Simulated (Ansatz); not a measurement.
`Cc1c(C)c(C)c(C)c(C)c1C` at its PBE0-D4/def2-TZVP geometry, where that method's forces vanish. Charge 0, multiplicity 1.

```xyz
30

C    -1.1734   -2.5163   -0.8414
C    -0.5411   -1.2242   -0.4028
C     0.0046   -0.3551   -1.3520
C     0.0602   -0.7607   -2.7991
C     0.5178    0.8823   -0.9525
C     1.0239    1.8547   -1.9820
C     0.5411    1.2242    0.4028
C     1.1731    2.5164    0.8415
C    -0.0046    0.3550    1.3520
C    -0.0599    0.7607    2.7991
C    -0.5179   -0.8823    0.9525
C    -1.0240   -1.8547    1.9820
H    -0.4532   -3.3429   -0.8646
H    -1.6005   -2.4326   -1.8404
H    -1.9818   -2.8117   -0.1732
H    -0.8370   -0.4543   -3.3500
H     0.9169   -0.3164   -3.3053
H     0.1518   -1.8412   -2.9072
H     0.8829    2.8861   -1.6597
H     2.0930    1.7221   -2.1868
H     0.4977    1.7425   -2.9296
H     1.9807    2.8127    0.1726
H     1.6013    2.4322    1.8400
H     0.4525    3.3425    0.8660
H    -0.1523    1.8411    2.9071
H     0.8379    0.4552    3.3495
H    -0.9159    0.3157    3.3057
H    -0.4971   -1.7432    2.9293
H    -2.0928   -1.7215    2.1874
H    -0.8839   -2.8861    1.6592
```

**Question.** What forces (eV/Å) does B3LYP-D4/def2-TZVPP give on these atoms in Ansatz? (An estimate is asked.)

**Answer.** The calculation gave: 
```
C1  -0.134 -0.183 -0.072
C2   0.024  0.045  0.016
C3  -0.003  0.015  0.051
C4   0.044 -0.080 -0.220
C5  -0.017 -0.035  0.037
C6   0.043  0.167 -0.164
C7  -0.024 -0.046 -0.016
C8   0.133  0.183  0.072
C9   0.003 -0.015 -0.051
C10 -0.044  0.079  0.220
C11  0.017  0.035 -0.037
C12 -0.043 -0.167  0.164
H13 -0.044  0.027 -0.004
H14  0.018 -0.031  0.071
H15  0.049  0.000 -0.063
H16  0.046 -0.020  0.011
H17 -0.064 -0.045  0.012
H18 -0.003  0.077 -0.020
H19  0.018 -0.061 -0.046
H20 -0.048  0.018 -0.002
H21  0.048  0.030  0.055
H22 -0.049  0.000  0.063
H23 -0.018  0.031 -0.071
H24  0.044 -0.027  0.004
H25  0.003 -0.076  0.020
H26 -0.046  0.020 -0.011
H27  0.064  0.045 -0.013
H28 -0.048 -0.030 -0.055
H29  0.048 -0.018  0.002
H30 -0.018  0.061  0.047
```

B3LYP here is the variant with VWN-RPA as its local correlation; programs differ in this.
